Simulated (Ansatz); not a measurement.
A structure relaxed at PBE0-D4/def2-TZVP, charge 0, multiplicity 1:

```xyz
3

S     0.245   -0.556    0.539
Cu    0.195    0.032   -1.495
H    -0.440    0.525    0.956
```

(1) Give its formula and SMILES.

(2) Point group (tolerance 0.08 Å, 0.16 Å for H)?

(3) Summarise the bond lengths by kind.

Answers

(1) CuHS, `[SH][Cu]`.

(2) Cs.

(3) 1 × Cu–S 2.117 Å; 1 × H–S 1.346 Å.

Computed with Ansatz.
